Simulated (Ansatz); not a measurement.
A geometry relaxed with Ansatz (a program for electronic structure) with B3LYP-D3(BJ)/def2-TZVP, charge 0, multiplicity 1:

```xyz
9

H      2.0426    -0.9075    -0.4241
H     -1.4512     0.1395     1.5070
O     -0.6273    -0.3427     1.3585
C      0.7727     0.9924    -0.2520
C     -0.1996    -0.0583     0.0496
C      1.2161    -0.2333    -0.2750
H     -1.5423    -1.2083    -0.7279
H      0.9740     2.0435    -0.3723
O     -1.2268    -0.3075    -0.8775
```

### Question
Write the SMILES of this molecule.

### Answer
`OC1(O)C=C1`
